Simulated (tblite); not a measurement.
C5H13FSSi.
Structure used (GFN2-xTB), in Å, numbered top down from 1:
```
atom  x, y, z in Å
C1     3.5449   -0.5297    0.7307
S2     2.3228    0.3450   -0.2948
Si3    0.5746   -0.7495    0.2622
F4     0.5920   -0.8849    1.8775
C5    -0.9935    0.1869   -0.2710
C6    -2.2241   -0.6268    0.1313
C7    -0.9956    0.3897   -1.7873
C8    -1.0503    1.5551    0.4162
H9     3.6457   -1.5525    0.3826
H10    3.2275   -0.5088    1.7675
H11    4.4852   -0.0019    0.6159
H12    0.6691   -2.1374   -0.1629
H13   -2.2433   -0.7937    1.2060
H14   -2.2294   -1.5953   -0.3642
H15   -3.1347   -0.0985   -0.1487
H16   -0.9824   -0.5667   -2.3055
H17   -0.1236    0.9607   -2.0993
H18   -1.8890    0.9318   -2.0934
H19   -0.1922    2.1629    0.1360
H20   -1.0577    1.4451    1.4989
H21   -1.9550    2.0854    0.1206
```

All values are computed: GFN2-xTB (tblite) harmonic vibrations without scaling, gas phase. This tight-binding method is rough: wavenumbers can miss measured ones by several per cent, in bad cases by 10 to 20. Modes of hydrogen on silicon can be 10 to 20 % off. One conformer, not necessarily the lowest.

Harmonic wavenumbers (cm⁻¹): 33.3, 45.9, 84.3, 124.0, 140.7, 164.6, 200.6, 213.7, 248.6, 261.6, 270.4, 287.2, 364.6, 386.4, 398.5, 523.0, 613.7, 667.0, 680.8, 728.1, 790.1, 894.3, 951.0, 962.3, 970.1, 973.7, 975.4, 1037.0, 1038.4, 1222.4, 1225.3, 1243.0, 1323.1, 1411.3, 1413.9, 1434.3, 1452.3, 1457.5, 1494.8, 1495.9, 1499.2, 1509.8, 1512.9, 1515.5, 2323.7, 3005.5, 3008.2, 3015.1, 3021.7, 3027.0, 3028.4, 3031.4, 3033.8, 3034.8, 3037.6, 3049.7, 3063.7.

A = 2272, B = 925.0, C = 794.0 MHz; mass 152.049 u (most abundant isotopes); point group C1, symmetry number 1.

**Question.** Zero-point energy?

**Answer.** ½Σν̃ = 37461 cm⁻¹ = 107.11 kcal/mol.

**Question.** Give the ideal-gas entropy at 500 K and 1 bar in the rigid-rotor, harmonic-oscillator model (classical rotation).

**Answer.** Translation 43.56, rotation 31.19, vibration 63.40: S = 138.1 cal/(mol K).

**Question.** And Cp and H(500 K) − H(0)?

**Answer.** Cp = 63.22 cal/(mol K), of which vibrations give 55.27 (their classical limit is 57 R = 113.3); H(500 K) − H(0) = 19.40 kcal/mol without the zero-point energy, 15.43 from vibrations.

**Question.** Which modes carry the vibrational entropy at 500 K?

**Answer.** 33.3 cm⁻¹: 6.65; 45.9 cm⁻¹: 6.01; 84.3 cm⁻¹: 4.81; 124.0 cm⁻¹: 4.05; 140.7 cm⁻¹: 3.80; 164.6 cm⁻¹: 3.49 cal/(mol K); the other 51 give 34.60 together.

**Question.** How do the functions run with temperature in this model?

**Answer.** 
```tsv
T (K)	S (cal/(mol K))	Cp (cal/(mol K))	H − H(0) (kcal/mol)	G − H(0) (kcal/mol)	ln q(vib)
50	61.5	15.1	0.55	-2.52	0.95
100	74.5	23.3	1.52	-5.93	2.68
298.15	110.4	45.0	8.40	-24.51	9.82
373.15	121.3	52.3	12.05	-33.20	12.33
750	167.0	79.2	37.34	-87.93	23.76
1000	191.4	90.1	58.59	-132.81	30.44
```

q(vib) and H(0) count from the zero-point level.

Hindered rotation and anharmonicity are outside this model. Other conformers, if any are populated, would add a mixing term that is left out. The structure is chiral; the term R ln 2 for an equal mix with its mirror image is left out.
